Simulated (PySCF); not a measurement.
C10H11N.
Atom-mapped SMILES: `[CH2:1]=[C:2]([CH3:3])/[CH:4]=[CH:5]\[c:6]1[cH:7][cH:8][cH:9][cH:10][n:11]1` (hydrogens: H12, H13 on C1; H14, H15, H16 on C3; H17 on C4; H18 on C5; H19 on C7; H20 on C8; H21 on C9; H22 on C10)

Torsions of this conformer, `[CH2:1]=[C:2]([CH3:3])/[CH:4]=[CH:5]\[c:6]1[cH:7][cH:8][cH:9][cH:10][n:11]1`: C1–C2–C4–C5 -167°, C4–C5–C6–C7 47°.

The closed-shell ground state was solved at several levels (PySCF, density fitting, gas phase, non-relativistic). The structure is a single PBE0-D3(BJ)/def2-SVP conformer in the gas phase; no vibrational or solvent corrections.

```
         level  basis functions  HOMO (eV)  LUMO (eV)  gap (eV)  dipole (D)
   B3LYP/pcJ-1              407      -6.30      -1.64      4.66        2.14
B3LYP/pcSseg-2              550      -6.31      -1.70      4.61        2.14
PBE0/def2-SVPD              308      -6.53      -1.53      5.00        2.14
```

**Question.** Estimate the row for PBE0/pcSseg-1, a basis of 242 functions; the other rows only guide the guess.

**Answer.** HOMO -6.53 eV, LUMO -1.50 eV, gap 5.03 eV, dipole 2.17 D.

**Question.** Over all these levels, which gives the widest orbital gap and which the narrowest?

**Answer.** PBE0/pcSseg-1 (global hybrid, 25 % exact exchange) has the widest, 5.03 eV, and B3LYP/pcSseg-2 (global hybrid, 20 % exact exchange) the narrowest, 4.61 eV. Functional and basis both differ between the two, so the spread mixes both effects.

**Question.** How far do the dipole and the HOMO energy spread over the levels?

**Answer.** The dipole runs from 2.14 to 2.17 D (mean 2.15 D) and the HOMO from -6.53 to -6.30 eV.
